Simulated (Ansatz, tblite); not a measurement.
Forces on MnO₂⁻ at its PBE0-D4/def2-TZVPD geometry. Charge -1, multiplicity 1.

The xTB rows come from tblite. The structure holds 1 bond(s) between oxygen atoms. The restricted singlet is unstable towards broken spin symmetry in Hartree–Fock (as tested in another run); at PBE-D4/def2-TZVPD this wasn't settled. At PBE-D4/def2-TZVPD the highest occupied level of the charge -1 singlet lies above zero (up to 1.74 eV). The electron is either unbound and held by the finite basis, or the level is raised by self-interaction error. No other spin state of charge -1 was run. Another isomer (quintet) lies 6.00 eV lower at PBE0-D4/def2-TZVPD; other spin states weren't run for this one.

GFN1-xTB (tblite), largest force 3.55 eV/Å:

```xyz
3
positions Å, forces eV/Å
Mn    0.337   -0.958   -0.388   -0.099    0.281    0.114
O    -0.429    0.161    0.752   -1.285   -1.766    2.794
O     0.093    0.797   -0.364    1.383    1.486   -2.908
```

GFN2-xTB (tblite), largest force 2.22 eV/Å:

```
Mn 0.687 -1.954 -0.793
O -0.688 0.557 1.133
O 0.001 1.397 -0.340
```

PBE-D4/def2-TZVPD (Ansatz), largest force 0.71 eV/Å:

```
Mn 0.220 -0.623 -0.254
O -0.288 0.096 0.506
O 0.068 0.527 -0.253
```
